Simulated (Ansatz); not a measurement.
Pulling on the C2–H6 bond in CH6Ge (SMILES [CH3][GeH3]) (multiplicity 1 held, fragments rigid). Energies count from the point at 1.090 Å.
Geometry at that point (charge 0, multiplicity 1):
```xyz
8

Ge    -0.388     0.046    -0.009
C      1.563    -0.187     0.034
H     -1.014    -0.866    -1.081
H     -0.746     1.508    -0.338
H     -1.001    -0.312     1.359
H      1.813    -1.221     0.268
H      2.003     0.459     0.793
H      1.994     0.067    -0.934
```

Signs of static correlation in cc-pVTZ, with CASSCF(2,2), from Ansatz (a first-principles code) runs.

```
R (Å)  T1 of restricted CCSD  ⟨S²⟩ of UHF  largest double amplitude of restricted CCSD  weight of the CASSCF reference in MRCISD  CASSCF natural occupations
-----  ---------------------  -----------  -------------------------------------------  ----------------------------------------  --------------------------
0.872                  0.009        0.000                                        0.029                                     0.896                   1.99 0.01
0.981                  0.009        0.000                                        0.029                                     0.896                   1.99 0.01
1.090                  0.009        0.000                                        0.029                                     0.896                   1.98 0.02
1.199                  0.009        0.000                                        0.032                                     0.895                   1.98 0.02
1.307                  0.010        0.000                                        0.030                                     0.895                   1.97 0.03
1.471                  0.011        0.000                                        0.030                                     0.894                   1.94 0.06
1.634                  0.013        0.000                                        0.053                                     0.894                   1.91 0.09
1.907                  0.019        0.536                                        0.158                                     0.894                   1.83 0.17
2.179                  0.028        0.796                                          ___                                     0.895                   1.72 0.28
2.506                  0.042        0.927                                        0.397                                     0.895                   1.54 0.46
2.942                    ___        0.987                                        0.570                                     0.896                   1.32 0.68
3.487                  0.078        1.006                                        0.744                                     0.896                   1.15 0.85
```

Question: Complete the blanks.

Answer: 
- 2.179, largest double amplitude of restricted CCSD: 0.266
- 2.942, T1 of restricted CCSD: 0.061

Doubts at one or more of the structures used: a restricted determinant that unrestricted orbitals would lower (R-CCSD(T)/cc-pVTZ); other coupled-cluster roots lie near (R-CCSD(T)/cc-pVTZ); T1 above 0.05 (R-CCSD(T)/cc-pVTZ, U-CCSD(T)/cc-pVTZ); a spin-contaminated determinant (U-CCSD(T)/cc-pVTZ).
